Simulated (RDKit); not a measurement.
A run for RDKit: MMFF94 on C2H6O2 (a complex), monomers drawn apart or pushed together.

```python
from rdkit import Chem
from rdkit.Chem import AllChem, rdDetermineBonds

blocks = [
'''6

C     0.31074965   -0.56004906    0.25018440
O    -0.37327765    0.62179877    0.66300075
H     0.85708018   -0.40363939   -0.68452736
H    -0.45096744   -1.31991489    0.08286835
H     1.00265746   -0.91502922    1.01962444
H     0.27898971    1.31903466    0.78971361
''',
'''4

C    -0.35825319    0.26079734    5.53480716
O     0.79763817    0.06391696    5.79880783
H    -0.81053924    1.26855773    5.58392663
H    -1.04610015   -0.55507664    5.24865896
''',
]
mol = None
for b in blocks:
    f = Chem.MolFromXYZBlock(b)
    rdDetermineBonds.DetermineBonds(f, charge=0)
    mol = f if mol is None else Chem.CombineMols(mol, f)
Chem.SanitizeMol(mol)
print(Chem.MolToSmiles(Chem.RemoveHs(mol)))
ff = AllChem.MMFFGetMoleculeForceField(mol, AllChem.MMFFGetMoleculeProperties(mol), nonBondedThresh=100.0, ignoreInterfragInteractions=False)
e = ff.CalcEnergy()
print(f'MMFF94 energy {e:.6f} kcal/mol')
```

Program output:

```
C=O.CO
MMFF94 energy 0.665560 kcal/mol
```

The run finished.

Cost: roughly 0.05 core-seconds.
